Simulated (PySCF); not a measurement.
Species: C6H8O (charge +1 and doublet state).
Atom-mapped SMILES: `[CH2+:1][C:2]([CH:3]=[C:4]=[O:5])[CH2:6][CH3:7]` (hydrogens: H8, H9 on C1; H10 on C3; H11, H12 on C6; H13, H14, H15 on C7)

Structure used (GFN2-xTB), in Å, numbered top down from 1:
```
atom  x, y, z in Å
C1    -0.869    1.672   -0.590
C2    -0.338    0.479   -0.161
C3    -1.169   -0.550    0.361
C4    -2.493   -0.506    0.503
O5    -3.619   -0.510    0.641
C6     1.134    0.272   -0.251
C7     1.677   -1.053    0.241
H8    -1.925    1.884   -0.553
H9    -0.231    2.448   -0.983
H10   -0.706   -1.477    0.687
H11    1.429    0.422   -1.299
H12    1.622    1.094    0.289
H13    1.267   -1.890   -0.325
H14    2.756   -1.072    0.120
H15    1.460   -1.206    1.298
```

The hyperfine couplings belong to this conformer and change with its torsions.

Computed with UKS B3LYP, pcH-1 on C H O, non-relativistic, mean-field spin-orbit, GIAO (PySCF). Geometry: GFN2-xTB, one conformer, isolated ion. Couplings are sensitive to structure, and on GFN2-xTB geometries they can be far from those on DFT ones, by a factor of two or more for some ions and for spin on atoms past the first row. Stability of the SCF solution: not tested.

Largest spin populations (Mulliken): C1 (+0.64), C3 (+0.27) and O5 (+0.11). The angles at C1 add up to 360.0°, so it is planar; its axial dipolar tensor and the negative couplings of its protons fit spin in a p orbital normal to that plane.

McConnell's relation a(H) = Q·ρ ties the coupling of a proton on a planar π carbon to the spin population of that carbon. What Q do the computed values give?

| H | C | ρ(C) | a(H) (G) | a/ρ (G) |
| --- | --- | --- | --- | --- |
| H8 | C1 | +0.644 | -14.43 | -22.4 |
| H9 | C1 | +0.644 | -15.04 | -23.3 |
| H10 | C3 | +0.272 | -7.41 | -27.2 |

A least-squares line through the origin gives Q = -23.2 G with Mulliken populations.

Couplings in gauss use g_iso = 2.0026.

The SMILES draws the unpaired electron on C2; the largest computed Mulliken spin population is on C1 (0.64 against -0.04).
